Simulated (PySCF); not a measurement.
# Molybdenum: a sound run and one with changed settings

Sound run: Mo [Kr] 4d5 5s1, Mo⁺ [Kr] 4d5. Calculation: PySCF 2.14, in cc-pVTZ-PP with ECP28MDF (5s5p4d2f1g, 63 functions); scalar relativity through the core potential. In the sound run the correlated levels freeze 4s2 4p6 outside the core potential. The sound run starts from symmetry-adapted Hartree-Fock orbitals and uses a fine grid where one is needed.

Changed run: all electrons correlated in a basis built for the valence shell.

```
species  method  sound run (hartree)  changed run (hartree)  converged
     Mo     MP2            -67.42379              -67.72308        yes
    Mo⁺     MP2            -67.17442              -67.46160        yes
```

Ionisation energy of Mo:

```csv
method,sound run (eV),changed run (eV)
UHF,6.244,6.244
MP2,6.786,7.115
SCS-MP2,6.424,6.726
```

A valence basis has no tight correlating functions, so it recovers only part of the core correlation, and not evenly between atom and ion.

For comparison, NIST gives 7.092 eV between the lowest levels.
